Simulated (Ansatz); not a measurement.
Consider the formal exchange of groups at a B–Si bond: `C=CB(C)[SiH3]` + `C=N` → `C=CB(C)C=N` + SiH₄.

Gas-phase electronic energies from Ansatz, PBE0-D4/def2-TZVP geometries. CBS: MP2 limit from def2 TZ/QZ plus the TZ coupled-cluster correction, frozen cores. This one scheme is used for every species. DFT in def2-TZVPP. Each species was taken in one conformer, which may not be the lowest.

```csv
level,ΔE (eV)
ωB97M-V,-0.33
PBE0,-0.25
```

Question: What does CCSD(T)/CBS give? (Estimate.)

Answer: The calculation gave: -0.30 eV. The listed levels differ from it by -0.03, 0.05 eV.

Largest T1 diagnostic among the species: 0.012.
